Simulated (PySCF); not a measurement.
SMILES C=C[SiH2][SiH2]F (C2H7FSi2), singlet (GFN2-xTB optimised geometry):

```
12

C      1.206     1.315    -2.495
C      1.910     0.675    -1.574
Si     1.191    -0.077     0.000
Si    -1.113    -0.077     0.000
F     -1.637     1.454     0.000
H      1.654     1.740    -3.382
H      0.139     1.450    -2.404
H      2.980     0.577    -1.723
H      1.704    -1.454     0.093
H      1.780     0.655     1.135
H     -1.754    -0.620     1.194
H     -1.780    -0.628    -1.178
```

Calculation: PBE0/def2-TZVP (PySCF).

What are the frontier orbital energies and the dipole moment?

HOMO-2 -9.15 eV, HOMO-1 -8.49 eV, HOMO -8.12 eV, LUMO -0.82 eV, LUMO+1 -0.51 eV; dipole moment 1.56 D.

Meta-Löwdin charges at PBE0/def2-TZVP: C1 -0.22, C2 -0.33, Si3 0.34, Si4 0.71, F5 -0.52, H6 0.13, H7 0.12, H8 0.13, H9 -0.08, H10 -0.07, H11 -0.10, H12 -0.10.
